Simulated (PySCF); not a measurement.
C8H5F, SMILES C#Cc1ccc(F)cc1 (GFN2-xTB optimised geometry):

```
14

C     -1.979    -2.451    -0.001
C     -1.376    -1.414    -0.001
C     -0.666    -0.188     0.000
C     -1.359     1.022     0.000
C     -0.670     2.219     0.000
C      0.714     2.192     0.000
F      1.391     3.359     0.000
C      1.426     1.004     0.000
C      0.730    -0.188     0.000
H     -2.504    -3.359    -0.002
H     -2.439     1.017     0.000
H     -1.187     3.166     0.000
H      2.504     1.026     0.000
H      1.262    -1.128     0.000
```

Level of theory: PBE/def2-TZVP (PySCF).

Task: What are the frontier orbital energies and the dipole moment?

Result: HOMO-2 -6.91 eV, HOMO-1 -6.89 eV, HOMO -5.88 eV, LUMO -1.87 eV, LUMO+1 -1.63 eV; dipole moment 0.56 D.

Meta-Löwdin charges at PBE/def2-TZVP: C1 -0.22, C2 -0.03, C3 -0.01, C4 -0.10, C5 -0.16, C6 0.28, F7 -0.25, C8 -0.16, C9 -0.10, H10 0.17, H11 0.14, H12 0.14, H13 0.14, H14 0.14.
